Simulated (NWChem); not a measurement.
Species: NaOH; SMILES [OH][Na]

```xyz
3

Na    -0.0667    -0.9424     0.0000
O      0.1330     0.9559     0.0000
H      0.2311     1.9075     0.0000
```
Atoms are numbered in this order, from 1.

Program: NWChem. Geometry optimised at PBE0/def2-SVP; all other runs use it. Pople sets run with spherical d functions. Vzz has the sign of the potential's second derivative.

```
quantity                                                              level  value
----------------------------------------------------  ---------------------  -----
isotropic polarisability (bohr³), static                   PBE0/Sadlej pVTZ    ___
−ε(HOMO) (eV)                                         CAM-B3LYP/aug-cc-pVDZ   6.80
Vzz O2 (a.u.)                                           Hartree-Fock/6-31G*  1.647
first state with f > 0.002 (eV), O K edge, unshifted     B3LYP/cc-pVTZ, TDA    ___
dipole (D)                                                    PBE0/def2-SVP    ___
highest harmonic frequency (cm⁻¹)                             PBE0/def2-SVP   3987
```

Problem. Some entries are withheld; supply them.

Solution. 
- isotropic polarisability (bohr³), static, value: 21.7
- first state with f > 0.002 (eV), O K edge, unshifted, value: 515.8
- dipole (D), value: 5.71
